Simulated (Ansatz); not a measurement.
C3H8OSi, SMILES `CC1C[SiH2]O1`. Total charge 0; spin multiplicity 1.

```xyz
13

C     1.4541    0.1055   -0.9332
C     0.0189   -0.2408   -0.6402
C    -0.2556   -0.7868    0.7864
Si   -1.4148    0.6772    0.8714
O    -0.8042    0.9617   -0.6520
H     1.5364    0.6040   -1.9011
H     2.0658   -0.8002   -0.9532
H     1.8501    0.7761   -0.1662
H    -0.3687   -0.9216   -1.4056
H     0.6217   -0.7538    1.4327
H    -0.6875   -1.7858    0.8131
H    -2.8773    0.4007    0.8978
H    -1.1389    1.7639    1.8500
```

Problem. List the harmonic frequencies (cm⁻¹, unscaled) at PBE0-D4/def2-TZVP in Ansatz. (Best estimate.)

Solution. Computed: 82, 257, 340, 419, 465, 557, 657, 719, 798, 806, 846, 895, 937, 976, 993, 1060, 1121, 1130, 1198, 1313, 1371, 1405, 1444, 1473, 1485, 2209, 2213, 3045, 3047, 3103, 3126, 3134, 3164.

Problem. Is this a minimum?

Solution. Yes, all 33 modes are real.

Problem. Give the ideal-gas thermochemistry at 298.15 K and 1 bar (rigid rotor, harmonic oscillator; point group C1, symmetry number 1).

Solution. Zero-point energy 273.9 kJ/mol; H(298) − E = 292.0 kJ/mol; entropy 318.9 J/(mol·K), of which translation 164.7, rotation 108.4, vibration 45.8; G(298) − E = 196.9 kJ/mol. Modes under 100 cm⁻¹ are hindered rotations or soft bends, so the harmonic entropy is rough.
